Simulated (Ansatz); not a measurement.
`CBNC` + HI → `CBI` + CH₃NH₂ at 500 K and 1 bar (ligand exchange at a B–N bond).

Isolated molecules relaxed with PBE0-D4/def2-TZVP in Ansatz; ΔE leaves out vibrations. CCSD(T)/CBS is the MP2 limit (def2-TZVPP, def2-QZVPP) plus CCSD(T) − MP2 in def2-TZVPP, frozen cores. Elements past krypton have def2 core potentials. For I outer-core shells are correlated without core-valence functions, which leaves a few kJ/mol of doubt a bond. Each species was taken in one conformer, which may not be the lowest.

```csv
species,CCSD(T)/CBS energy (Eh),H − E (kJ/mol),S (J/(mol·K))
`CBNC`,-160.46148,316.6,364.3
HI,-298.03592,28.6,221.6
`CBI`,-362.71826,158.8,347.7
CH₃NH₂,-95.75281,191.8,270.3
```

H − E and S are ideal-gas, rigid-rotor, harmonic terms from PBE0-D4/def2-TZVP, for one conformer and one mirror image of each species. 1 Eh = 2625.50 kJ/mol, R = 8.31446 J/(mol·K).

Task: By hand: ΔE, ΔH, ΔS and ΔG.

Result: ΔE = (-362.71826) + (-95.75281) − (-160.46148) − (-298.03592) = 0.02633 Eh = 69.1 kJ/mol. Δ(H − E) = 158.8 + 191.8 − 316.6 − 28.6 = 5.4, so ΔH = 74.5 kJ/mol. ΔS = 347.7 + 270.3 − 364.3 − 221.6 = 32.1 J/(mol·K). ΔG = 74.5 − 500 × (32.1)/1000 = 58.5 kJ/mol.

Task: By hand: the equilibrium constant, and the temperature at which ΔG would vanish if ΔH and ΔS stayed fixed.

Result: log₁₀ K = −ΔG/(RT ln 10) = -6.1. ΔG = 0 at ΔH/ΔS = 2321 K.

ΔH outweighs TΔS. A doubt of 5 kJ/mol in ΔE shifts log₁₀ K by 0.5 here. Other conformers and mirror images would add mixing entropy, several J/(mol·K) or more a flexible species. Modes under 60 cm⁻¹, often nearly free rotors, make the harmonic entropy too high. These are equilibria of isolated gas molecules and say nothing of rates. Largest T1 diagnostic: 0.011 (customary marks: 0.02 for closed shells, 0.045 for open ones).
